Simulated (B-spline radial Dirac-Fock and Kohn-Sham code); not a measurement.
## Core-level shifts of cesium with charge state

Level of theory: Dirac-Fock energy differences between relaxed states, corrected for Breit and QED terms; a radial finite-basis atomic code. Each ion is free and in its tabulated ground configuration. The model has no electron correlation.

Reference: Cs⁴¹⁺, [Ne] 3s2 3p2, with K (1s) 38614.7 eV, L1 (2s) 8205.7 eV, L2 (2p1/2) 7873.1 eV, L3 (2p3/2) 7514.0 eV, M1 (3s) 3227.6 eV. Shifts from it, in eV (a dash: the subshell is empty, belongs to an open shell averaged over j, or its hole state is left out as unreliable):

```csv
ion,configuration,K (1s),L1 (2s),L2 (2p1/2),L3 (2p3/2),M1 (3s)
Cs⁴²⁺,[Ne] 3s2 3p1,+138.5,+117.5,+120.3,+119.1,+82.1
Cs⁴³⁺,[Ne] 3s2,+278.9,+236.3,+241.9,+239.5,+164.9
Cs⁴⁴⁺,[Ne] 3s1,–,–,+360.3,+356.8,+257.0
Cs⁴⁵⁺,[He] 2s2 2p6,?,?,?,?,?
```

Q: Give the missing shifts for Cs⁴⁵⁺.

A: K (1s) +548.0, L1 (2s) +461.4, L2 (2p1/2) +479.8, L3 (2p3/2) +475.3, M1 (3s) – (eV).

Values without a named source are computed, but for edge energies of neutral atoms, which are taken from tables.
